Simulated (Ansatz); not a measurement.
Geometry optimisation, RHF/def2-SVP in Ansatz.

Input:

```yaml
crystal:
  periodic: [false, false, false]
  atoms:
    - { symbol: Sn, position_ang: [0.0, 0.0, 0.0] }
    - { symbol: O, position_ang: [0.0, 0.0, 2.31] }
    - { symbol: H, position_ang: [-0.9095, -0.2814, 2.6471] }
    - { symbol: Cl, position_ang: [2.2726, 0.0, -0.8025] }
    - { symbol: Cl, position_ang: [-1.1351, 1.9666, -0.8025] }
    - { symbol: H, position_ang: [-0.8195, -1.4198, -0.5794] }
    - { symbol: P, position_ang: [1.4475, 2.1829, 0.8703] }
    - { symbol: H, position_ang: [2.5398, 1.7418, 1.6632] }
    - { symbol: H, position_ang: [1.9378, 2.9039, -0.2505] }
    - { symbol: H, position_ang: [0.7351, 1.1086, 2.0913] }
basis:
  gaussian: { orbitals: def2-SVP }
hamiltonian:
  xc: hf
relax:
  f_tol: 0.15
  max_steps: 25
  restrain:
    - { distance: [0, 6], at: 3.66, k: 30.0 }
    - { distance: [9, 1], at: 2.21, k: 30.0 }
    - { distance: [0, 1], at: 1.96, k: 30.0 }
    - { distance: [9, 6], at: 1.42, k: 30.0 }
```

Launched with:

```bash
$ ansatz run input.yaml --threads 2 --pin off --max-ram 3072MiB --backend cpu --events-out ev --progress --plain --runs-dir out
```

Problem. Where does it end, and by what steps?

Solution. It converged. The restraints hold the end off the free minimum; the threshold counts their pulls, which the force column leaves out. Restrained pairs: Sn1–P7 (2.76 → 3.68 Å), O2–H10 (1.35 → 2.23 Å), Sn1–O2 (2.31 → 1.95 Å), P7–H10 (1.78 → 1.41 Å). After 19 steps the energy has fallen by 5.296 eV (the restraints' own energy left out); H8 moved furthest, 1.36 Å.

| step | energy less start (eV) | largest force component (eV/Å) | accepted |
| --- | --- | --- | --- |
| 0 | 0.0000 | 3.233 | yes |
| 1 | -0.5076 | 3.964 | yes |
| 2 | -1.8780 | 3.434 | yes |
| 3 | -3.3338 | 2.636 | yes |
| 4 | -4.7716 | 1.735 | yes |
| 5 | -5.1318 | 1.049 | yes |
| 6 | -5.1889 | 0.692 | yes |
| 7 | -5.1961 | 0.679 | yes |
| 8 | -5.2059 | 0.688 | yes |
| 9 | -5.2176 | 0.663 | yes |
| 10 | -5.2197 | 0.693 | yes |
| 11 | -5.2390 | 0.662 | yes |
| 12 | -5.2444 | 0.481 | yes |
| 13 | -5.2574 | 0.637 | yes |
| 14 | -5.2355 | 1.200 | no |
| 15 | -5.2625 | 0.612 | yes |
| 16 | -5.2689 | 0.609 | yes |
| 17 | -5.2708 | 0.658 | yes |
| 18 | -5.2837 | 0.535 | yes |
| 19 | -5.2961 | 0.469 | yes |

```xyz
10
Properties=species:S:1:pos:R:3
Sn -0.378 -0.313 -0.136
O -0.150 -0.272 1.800
H -0.473 0.483 2.267
Cl 1.742 -0.363 -1.106
Cl -1.499 1.580 -0.898
H -1.201 -1.713 -0.592
P 1.524 2.434 1.407
H 2.490 2.931 2.315
H 2.393 2.360 0.297
H 1.621 1.076 1.792
```

Run time: 58 s on 2 threads of Arm Neoverse V1, with other jobs on the host, peak memory 0.32 GiB.
